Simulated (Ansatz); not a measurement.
Two isomers of CH5GaN2: A = `N=[C](N)[GaH2]`, B = `N=[CH][GaH][NH2]`.

Isolated molecules relaxed with PBE0-D4/def2-TZVP in Ansatz; ΔE leaves out vibrations. CBS: MP2 limit from def2 TZ/QZ plus the TZ coupled-cluster correction, frozen cores. Functionals use def2-TZVPP. For Ga outer-core shells are correlated without core-valence functions, which leaves a few kJ/mol of doubt a bond. Scalar relativity is left out up to krypton. One conformer a species, not always the lowest.

Q: Which isomer does CCSD(T)/CBS put lower? Give the gap. (Estimate.)

A: Computed: B, by 13.6 kcal/mol.

Q: Give E(B) − E(A) in kcal/mol with CCSD(T)/def2-TZVPP, MP2/def2-TZVPP, CCSD/def2-TZVPP, LDA (SPW92), PBE-D4, r2SCAN-D4, HF/def2-TZVPP. (Estimate.)

A: The calculation gave: CCSD(T)/def2-TZVPP -13.5, MP2/def2-TZVPP -13.0, CCSD/def2-TZVPP -13.8, LDA (SPW92) -5.1, PBE-D4 -7.7, r2SCAN-D4 -9.0, HF/def2-TZVPP -11.8. None reverses the order clearly.

Q: Does the order hold for the free energy at 298.15 K (harmonic terms from PBE0-D4)? (An estimate is asked.)

A: The calculation gave: Yes: G(B) − G(A) = -12.8 kcal/mol, for one conformer each.

Largest T1 diagnostic: 0.014.

At CCSD(T), def2-SVP lies +1.2 kcal/mol from the extrapolated value and def2-TZVPP +0.1 kcal/mol. Leaving LDA and LC-ωPBE aside and taking each functional with its dispersion term where it has one, the values, not all of them listed here, spread over 3.9 kcal/mol, from B2PLYP to revPBE-D4. LDA lies +2.7 kcal/mol from PBE without D4.
